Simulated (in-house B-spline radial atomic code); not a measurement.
A calculation on the gallium ion Ga³⁺ (with a hole in an inner shell): its settings, and results tabulated from the run. Method: Dirac-Kohn-Sham relativistic LDA, spherical fractional occupations, Fermi nucleus of rms radius 3.9973 fm. Calculated with a B-spline radial code for spherical atoms.

In the input, a minus or plus after the letter marks the j = l - 1/2 or j = l + 1/2 subshell.

Command:
```bash
python run_scf.py task.json out
```
Settings (nuclear radius in fm, mass in u):
```
Z                31
configuration    1s1 2s2 2p-1 2p+4 3s2 3p6 3d10 4s2
hamiltonian      dirac
method           lda_x_rel,vwn
spin_polarised   False
nucleus          fermi
rms_radius       3.9973
atomic_mass      68.92557
speed_of_light   137.035999084
```

Output (hartree, bohr):
```
 radial grid: 70 intervals, B-splines of order 8, outer radius 28.1081 bohr

 iter        energy (Eh)    residual
    1       -1491.414270    1.24e+00
    2       -1495.687853    1.07e+00
    3       -1510.827879    9.51e-02
    4       -1511.045760    2.98e-02
    5       -1511.053307    1.27e-02
    6       -1511.054637    5.46e-03
    7       -1511.055212    5.27e-04
    8       -1511.055217    1.38e-06
    9       -1511.055217    2.94e-08

 total energy                     -1511.05522
 kinetic                            1534.7449
 electron-nucleus                  -3698.2509
 Hartree                             712.6400
 exchange-correlation                -60.1893

 first-order corrections (not in the total)
   Gaunt                             0.4550
   retardation                      -0.0494
   frequency dependence             -0.0018
   self-energy                       0.3623
   Uehling                          -0.0334
   Wichmann-Kroll                    0.0003
   recoil                            0.0095

 orbital      occ     eigenvalue          <r>       <r^2>       <1/r>       r_max    small
 1s1/2      1.000      -392.8245    0.0482024  0.00312125     31.4971     0.03164  1.27e-02
 2s1/2      2.000       -52.4445     0.211004   0.0525204     7.12314       0.178  2.58e-03
 2p1/2      1.000       -48.1989     0.179753   0.0395921     7.14702      0.1386  2.61e-03
 2p3/2      4.000       -47.0395     0.183169   0.0409868      6.9596      0.1414  2.56e-03
 3s1/2      2.000        -7.7893     0.619481    0.442455     2.31497      0.5403  6.09e-04
 3p1/2      2.000        -6.1294     0.621858    0.454618     2.22612      0.5257  5.75e-04
 3p3/2      4.000        -5.9667     0.631707    0.468982     2.17977      0.5337  5.62e-04
 3d3/2      4.000        -2.8572     0.663945    0.552919     1.93626      0.4712  4.63e-04
 3d5/2      6.000        -2.8303     0.668225    0.560041     1.92309      0.4739  4.59e-04
 4s1/2      2.000        -1.6027      1.78299     3.59328    0.742503       1.575  9.97e-05
```

Cost of the run: 0.76 s on 1 thread of Arm Neoverse V2, on a shared host.

For the Dirac Hamiltonian the kinetic term is c α·p + (β - 1)c².
